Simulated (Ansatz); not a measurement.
Compare A (`C1CO[SiH2]N1`) with its isomer B (`C/C(O)=N\[SiH3]`).

Isolated molecules relaxed with PBE0-D4/def2-TZVP in Ansatz; ΔE leaves out vibrations. CBS: MP2 limit from def2 TZ/QZ plus the TZ coupled-cluster correction, frozen cores. DFT in def2-TZVPP. B3LYP here is the variant with VWN-RPA as its local correlation; programs differ in this. One conformer a species, not always the lowest.

A:

Z-matrix (Å, degrees):
```
C
N 1 1.457
C 1 1.527 2 104.5
H 1 1.095 2 111.6 3 -119.0
H 1 1.100 2 112.7 3 119.4
Si 2 1.721 1 108.6 3 -30.6
H 2 1.005 1 116.2 3 180.0
O 3 1.422 1 108.3 2 37.3
H 3 1.097 1 110.0 2 -82.1
H 3 1.092 1 111.8 2 157.0
H 6 1.490 2 117.1 1 -101.2
H 6 1.486 2 112.9 1 132.7
```

B:

```xyz
12

C    -1.077   -0.313   -1.113
C    -0.015    0.634   -0.657
O     0.108    1.657   -1.524
N     0.718    0.583    0.366
Si    0.833   -0.545    1.652
H    -0.825   -0.695   -2.104
H    -1.190   -1.143   -0.420
H    -2.026    0.219   -1.205
H     0.806    2.224   -1.168
H     2.216   -1.085    1.685
H    -0.112   -1.700    1.557
H     0.564    0.165    2.929
```

Task: Which is lower in electronic energy at CCSD(T)/CBS, and by how much? (An estimate is asked.)

Result: Ansatz gave: A, by 21.2 kcal/mol.

Task: Give E(B) − E(A) in kcal/mol with HF/def2-TZVPP, B3LYP, CCSD(T)/def2-TZVPP, B3LYP-D4, PBE-D4, PBE0-D4, CCSD/def2-TZVPP. (An estimate is asked.)

Result: Computed: HF/def2-TZVPP 18.9, B3LYP 15.5, CCSD(T)/def2-TZVPP 20.0, B3LYP-D4 16.4, PBE-D4 15.2, PBE0-D4 19.4, CCSD/def2-TZVPP 21.1. None reverses the order clearly.

Largest T1 diagnostic: 0.013.

From PBE to PBE0 (25 % exact exchange), in def2-TZVPP and without D4, E(B) − E(A) moves by +4.3 kcal/mol. The D4 term adds +0.9 kcal/mol with B3LYP and +0.4 kcal/mol with PBE0; it sums over pairs of atoms, weighted by their polarisabilities, and B3LYP, whose exchange is more repulsive, gets the larger term.
